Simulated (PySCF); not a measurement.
How methods differ on the interval between two levels of Tc

Tc [Kr] 4d5 5s2 [6S5/2, M_J = 5/2] → Tc [Kr] 4d4 5s2 5p1 [6F11/2, M_J = 11/2], as a difference of total energies. All numbers are calculated (PySCF 2.14, the two-component X2C-1e Hamiltonian, in x2c-TZVPall-2c (8s9p7d1f, 77 functions)). Correlated levels: [Ar] 3d10 frozen; the 6 highest virtual spinors dropped. "Screened" scales the spin-orbit matrix elements by Boettger's factors to mimic the two-electron term; Breit and QED terms are absent.

```json
{"method": "GHF (spin-free)", "interval between two levels (cm⁻¹)": "55358"}
{"method": "GMP2 (spin-free)", "interval between two levels (cm⁻¹)": "57020"}
{"method": "GHF (screened spin-orbit)", "interval between two levels (cm⁻¹)": "56818"}
{"method": "GMP2 (screened spin-orbit)", "interval between two levels (cm⁻¹)": "58499"}
```

The labels give the starting determinants; with spin-orbit coupling the two ends relaxed to ⟨J²⟩ = 8.79, ⟨L²⟩ = 0.02, ⟨S²⟩ = 8.78 and ⟨J²⟩ = 35.80, ⟨L²⟩ = 12.10, ⟨S²⟩ = 8.73.
